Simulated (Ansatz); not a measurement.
`N[Si](O)(S)Cl` + H₂S → `N[Si](O)(S)S` + HCl  (ligand exchange at the Si–Cl bond)

Calculated with Ansatz (gas phase, PBE0-D4/def2-TZVP geometries, no zero-point term in ΔE). CCSD(T)/CBS adds triple-zeta CCSD(T) − MP2 to the extrapolated MP2 energy (def2 sets, frozen cores). This one scheme is used for every species. DFT in def2-TZVPP. One conformer a species, not always the lowest.

`N[Si](O)(S)Cl`:

```xyz
9

N    -1.181   -0.622    0.525
Si    0.135    0.270   -0.037
O    -0.249    1.298   -1.246
S     1.631   -1.023   -0.804
Cl    0.822    1.373    1.558
H    -1.536   -1.400   -0.006
H    -1.871   -0.216    1.135
H     0.407    1.950   -1.501
H     1.843   -1.631    0.376
```

H₂S:

Cartesian coordinates in Å:
```
S -0.375 -0.206 -0.447
H -0.128 -0.597 0.811
H 0.503 0.804 -0.364
```

`N[Si](O)(S)S`:

```xyz
10

N     1.467   -0.521   -0.420
Si   -0.102   -0.039    0.043
O     0.043    1.028    1.280
S    -1.041   -1.901    0.470
S    -1.349    1.003   -1.345
H     1.580   -1.286   -1.066
H     2.173    0.184   -0.565
H     0.576    0.729    2.020
H    -2.284   -1.400    0.388
H    -1.063    2.201   -0.805
```

HCl:

```xyz
2

Cl    0.125   -0.357    0.515
H    -0.125    0.357   -0.515
```

(1) Is it downhill or uphill in electronic energy at CCSD(T)/CBS, and by how much? (An estimate is asked.)

(2) What do these levels give: LDA (SPW92), r2SCAN-D4, r2SCANh-D4, BHLYP-D4, ωB97M-V, PBE, BLYP, r2SCAN0, RPA@PBE/def2-TZVPP, CCSD(T)/def2-SVP, HF/def2-TZVPP, HF/def2-QZVPP? (Estimate.)

Largest T1 diagnostic among the species: 0.011.

Answers

(1) Computed: Uphill: ΔE = +42.4 kJ/mol.

(2) Ansatz gave: LDA (SPW92) 37.8, r2SCAN-D4 43.1, r2SCANh-D4 43.6, BHLYP-D4 47.5, ωB97M-V 45.7, PBE 39.5, BLYP 45.5, r2SCAN0 44.9, RPA@PBE/def2-TZVPP 41.4, CCSD(T)/def2-SVP 42.9, HF/def2-TZVPP 55.8, HF/def2-QZVPP 56.5 kJ/mol.

Leaving LDA and LC-ωPBE aside and taking each functional with its dispersion term where it has one, the values, not all of them listed here, spread over 10.5 kJ/mol, from revPBE-D4 to BHLYP-D4. In def2-TZVPP, CCSD(T) changes the Hartree–Fock value by −13.9 kJ/mol (the triples alone add −2.2 kJ/mol) and MP2 by −13.8 kJ/mol. From BLYP to BHLYP (50 % exact exchange), in def2-TZVPP and without D4, ΔE moves by +4.7 kJ/mol.
